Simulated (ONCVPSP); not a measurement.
## nickel, ONCV: configuration errors across variants

```json
{
 "Element": "Ni (Z = 28)",
 "Generator": "ONCVPSP 4.0.1",
 "Type": "optimised norm-conserving Vanderbilt (ONCV)",
 "Functional": "PBE",
 "Relativity": "fully relativistic",
 "Frozen core": "[Ne]",
 "Valence charge": "18",
 "Reference configuration": "3s2 3p6 3d8 4s1 (charge +1)",
 "Partial waves": "3s+4s: rc 1.20 bohr, ncon 3, nbas 8, qcut 11.6 1/bohr, 2 projectors; 3p: rc 1.20 bohr, ncon 4, nbas 7, qcut 13.4 1/bohr, 2 projectors, debl 3.6 Ha; 3d: rc 1.10 bohr, ncon 3, nbas 8, qcut 15.1 1/bohr, 1 projector",
 "Local potential": "polynomial inside 0.80 bohr (lpopt 3, dvloc0 3 Ha)",
 "Core correction": "none"
}
```

Open shells are filled in proportion to 2j + 1.

All-electron excitation energies from the reference (eV): (1) 3s2 3p6 3d8 4s2 -9.323; (2) 3s2 3p6 3d8 4s0 17.351; (3) 3s2 3p6 3d7 4s0 54.817; (4) 3s2 3p6 3d8.5 4s1.5 -10.506.

1 further variants failed, have other tests or another functional or relativity, and are left out.

Errors AE − PS in meV (a dash: test not solved or not reliable):

| change | (1) | (2) | (3) | (4) | bound ghosts | GHOST(+) flags above zero |
| --- | --- | --- | --- | --- | --- | --- |
| base | +0.4 | +1.6 | -4.5 | -0.7 | none | none |
| all radii scaled by about 1.34 (s 1.60, p 1.60, d 1.48 bohr); local potential polynomial inside 1.08 bohr (lpopt 3, dvloc0 3 Ha) | +1.0 | +2.0 | -16 | -2.6 | none | none |
| s: qcut 7.3; p: qcut 8.4; d: qcut 9.5 | +0.6 | +2.2 | -33 | +6.5 | none | none |
| s: qcut 10.4 | +0.4 | +1.7 | -4.6 | -0.7 | none | none |
| core correction Teter function, parameters optimised by the program | -36 | -103 | -373 | -30 | none | none |
| local potential polynomial inside 0.80 bohr (lpopt 3, dvloc0 5.5 Ha) | +0.4 | +1.6 | -5.0 | -0.8 | none | none |
| p: qcut 12.9 | +0.4 | +1.6 | -4.5 | -0.7 | none | none |
| d: rc 1.3 | +0.6 | +1.9 | -4.2 | -1.2 | none | none |
| local potential polynomial inside 0.70 bohr (lpopt 5, dvloc0 1 Ha) | +0.4 | +1.6 | -3.1 | -0.6 | none | s |
| d: nproj 3 | +0.4 | +1.6 | +4.7 | +0.2 | none | none |

Problem. Give the same row for: s: rc 1.46.

Solution. +0.6, +1.5, -5.0, -0.7; bound ghosts: none; GHOST(+) flags above zero: none.
